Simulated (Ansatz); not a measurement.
Gas-phase electronic energies from Ansatz, PBE0-D4/def2-TZVP geometries. CBS: MP2 limit from def2 TZ/QZ plus the TZ coupled-cluster correction, frozen cores. This one scheme is used for every species. Functionals use def2-TZVPP.

Consider the formal exchange of groups at the Si–H bond: `O1[SiH2][SiH2][SiH2]1` + `FC#C[SiH3]` → `[SiH3][SiH]1O[SiH2][SiH2]1` + `C#CF`.

`O1[SiH2][SiH2][SiH2]1`:

Z-matrix (Å, degrees):
```
Si
Si 1 2.356
Si 1 2.725 2 54.7
O 1 1.674 2 90.2 3 0.0
H 1 1.487 2 117.6 3 -113.6
H 1 1.487 2 117.7 3 113.6
H 2 1.486 1 117.8 3 -111.9
H 2 1.486 1 117.8 3 111.9
H 3 1.487 1 123.9 2 102.1
H 3 1.487 1 123.9 2 -102.1
```

`FC#C[SiH3]`:

Cartesian coordinates in Å:
```
F 3.145 0.440 0.347
C 1.898 0.266 0.209
C 0.714 0.100 0.077
Si -1.074 -0.150 -0.119
H -1.519 0.442 -1.404
H -1.373 -1.603 -0.114
H -1.790 0.506 1.003
```

`[SiH3][SiH]1O[SiH2][SiH2]1`:

Cartesian coordinates in Å:
```
Si 0.268 -2.327 0.762
Si 0.702 -0.376 -0.456
O -0.570 0.009 -1.484
Si -1.151 1.524 -1.077
Si 0.427 1.681 0.666
H 1.418 -2.584 1.671
H -0.959 -2.141 1.583
H 0.080 -3.507 -0.125
H 1.965 -0.523 -1.234
H -1.006 2.467 -2.217
H -2.588 1.450 -0.702
H -0.087 1.626 2.059
H 1.501 2.702 0.555
```

`C#CF`:

Cartesian coordinates in Å:
```
C 0.498 0.155 -0.384
C -0.419 -0.130 0.323
F -1.396 -0.433 1.075
H 1.316 0.408 -1.013
```

CCSD(T)/CBS gives +0.41 eV.

Q: Another level gave +0.35 eV. Which?
A. PBE0-D4/def2-TZVPP
B. CCSD/def2-TZVPP
C. PBE0/def2-TZVPP
D. SCS-MP2/def2-TZVPP

A: C. PBE0 0.35, CCSD/def2-TZVPP 0.44, SCS-MP2/def2-TZVPP 0.53, PBE0-D4 0.31 eV.

Largest T1 diagnostic among the species: 0.014.

From PBE to PBE0 (25 % exact exchange), in def2-TZVPP and without D4, ΔE moves by +0.03 eV. In def2-TZVPP, CCSD(T) changes the Hartree–Fock value by −0.16 eV (the triples alone add −0.02 eV) and MP2 by −0.08 eV.
